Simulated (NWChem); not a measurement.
System: SnH3 cation; SMILES [SnH3+]

Input file for NWChem:

```
start job
memory heap 200 mb stack 900 mb global 1100 mb
charge 1
geometry units angstroms noautosym nocenter noautoz
  Sn     0.000000     0.000000     0.000000
  H      1.209620     1.209620     0.000000
  H      0.442752    -1.652371     0.000000
  H     -1.652371     0.442752     0.000000
end
basis spherical
  Sn library def2-svpd
  H library def2-svpd
end
ecp
  Sn library def2-ecp
end
dft
  xc pbe0
  iterations 150
end
property
  response 1 0.0773
end
task dft property
```

The geometry was optimised at PBE-D3(BJ)/def2-SVP. def2 effective core potentials on Sn; no spin-orbit coupling.

Field at 589 nm.

Q: What results follow from this input? (PBE0/def2-SVPD with def2 effective core potentials on Sn.) Quantities: isotropic polarisability (bohr³); anisotropy (bohr³).

A: 
- isotropic polarisability (bohr³): 31.4
- anisotropy (bohr³): 12.7
